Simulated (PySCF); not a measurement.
A structure optimised at PBE-D3(BJ)/def2-SVP, used in a PySCF frequency run:

```
Os
O 1 1.7203
O 1 1.7203 2 109.47
O 1 1.7203 2 109.47 3 -120.00
O 1 1.7203 2 109.47 3 120.00
```
Charge 0, spin multiplicity 1.

Write its SMILES, formula and point group.

[O]=[Os](=[O])(=[O])=[O], O₄Os, Td

What are its rotational constants (standard atomic weights)?

4.0024, 4.0024, 4.0024 GHz
